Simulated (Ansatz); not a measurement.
Steps of a relaxation of CH₅SeSi (`C[Se][SiH2]`) radical with UKS PBE-D4/def2-SVP.

```sh
$ ansatz run in.yaml --threads 4 --pin off --events-out ev --progress --plain --max-ram 10444MiB
```

```yaml
crystal:
  periodic: [false, false, false]
  atoms:
    - {symbol: C, position_ang: [-0.808300, 0.968300, -0.330100]}
    - {symbol: Se, position_ang: [0.687700, 0.872500, 0.829100]}
    - {symbol: Si, position_ang: [1.141100, -1.223400, 0.059200]}
    - {symbol: H, position_ang: [-1.514300, 0.225900, -0.101600]}
    - {symbol: H, position_ang: [-0.537400, 0.912200, -1.418800]}
    - {symbol: H, position_ang: [-1.337500, 2.017900, -0.195600]}
    - {symbol: H, position_ang: [2.390100, -1.733500, 0.774300]}
    - {symbol: H, position_ang: [0.070700, -2.097000, 0.327700]}
basis:
  gaussian: {orbitals: def2-SVP}
magnetization: {spin_polarized: true, initial_magnetization: 1}
hamiltonian: {xc: pbe, dispersion: d4}
relax: {f_tol: 0.03, max_steps: 200}
```

Positions (Å) and forces (eV/Å) along the path, 6 of 6 steps:

```xyz
8
step=1 energy=-74317.9671 eV
C    -0.808    0.968   -0.330   -0.754    3.602   -1.591
Se    0.688    0.873    0.829    1.084   -0.165    0.595
Si    1.141   -1.223    0.059    2.225    1.022   -0.118
H    -1.514    0.226   -0.102   -1.505   -1.522    0.445
H    -0.537    0.912   -1.419    0.016   -0.037    0.522
H    -1.337    2.018   -0.196    0.859   -1.688   -0.105
H     2.390   -1.734    0.774   -0.218    0.094   -0.108
H     0.071   -2.097    0.328   -1.706   -1.306    0.361
8
step=2 energy=-74318.2597 eV
C    -0.894    1.058   -0.364   -0.318    0.824   -0.593
Se    0.693    0.805    0.744    0.440    0.185    0.356
Si    1.289   -1.318    0.111    0.287    0.365   -0.394
H    -1.662    0.312   -0.147   -0.296   -0.393    0.126
H    -0.629    1.019   -1.443    0.008   -0.063    0.172
H    -1.340    2.080   -0.172    0.495   -0.629    0.103
H     2.504   -1.818    0.864   -0.129    0.223    0.125
H     0.131   -2.198    0.352   -0.487   -0.512    0.106
8
step=3 energy=-74318.3245 eV
C    -0.887    1.045   -0.370   -0.120    0.585   -0.108
Se    0.742    0.756    0.697   -0.013    0.259    0.009
Si    1.274   -1.345    0.026    0.385    0.101    0.090
H    -1.669    0.312   -0.128   -0.107   -0.229    0.076
H    -0.660    1.025   -1.453    0.043   -0.057    0.063
H    -1.264    2.065   -0.112    0.158   -0.307   -0.031
H     2.428   -1.661    0.961   -0.073   -0.063   -0.111
H     0.127   -2.255    0.323   -0.272   -0.290    0.010
8
step=4 energy=-74318.3437 eV
C    -0.893    1.055   -0.371   -0.094    0.069   -0.058
Se    0.741    0.799    0.702    0.036    0.014    0.022
Si    1.278   -1.325    0.052    0.047    0.025    0.001
H    -1.665    0.308   -0.110    0.042   -0.021    0.009
H    -0.658    1.008   -1.451    0.012   -0.028    0.025
H    -1.269    2.068   -0.129    0.024   -0.038    0.012
H     2.434   -1.696    0.953   -0.026   -0.001   -0.010
H     0.124   -2.274    0.297   -0.041   -0.020   -0.001
8
step=5 energy=-74318.3458 eV
C    -0.890    1.047   -0.368    0.000    0.009   -0.060
Se    0.782    0.827    0.656    0.008    0.005    0.054
Si    1.294   -1.317    0.050    0.018    0.036   -0.050
H    -1.630    0.276   -0.087    0.006   -0.031    0.024
H    -0.678    1.002   -1.452   -0.015    0.007    0.001
H    -1.284    2.048   -0.109    0.010   -0.004   -0.003
H     2.396   -1.711    1.003    0.021   -0.012    0.016
H     0.103   -2.229    0.251   -0.049   -0.010    0.019
8
step=6 energy=-74318.3470 eV
C    -0.885    1.040   -0.369   -0.014   -0.013   -0.008
Se    0.790    0.840    0.657    0.021   -0.010    0.018
Si    1.294   -1.307    0.049   -0.020    0.018   -0.022
H    -1.609    0.255   -0.084    0.005    0.002    0.001
H    -0.677    0.999   -1.453    0.000    0.005    0.001
H    -1.292    2.034   -0.106   -0.003   -0.001   -0.007
H     2.389   -1.722    1.001    0.014   -0.006    0.013
H     0.082   -2.197    0.248   -0.003    0.005    0.006
```

Hardware: 4 threads of an Arm Neoverse V1 on a shared host. Wall time 10 s, peak host memory 0.16 GiB.
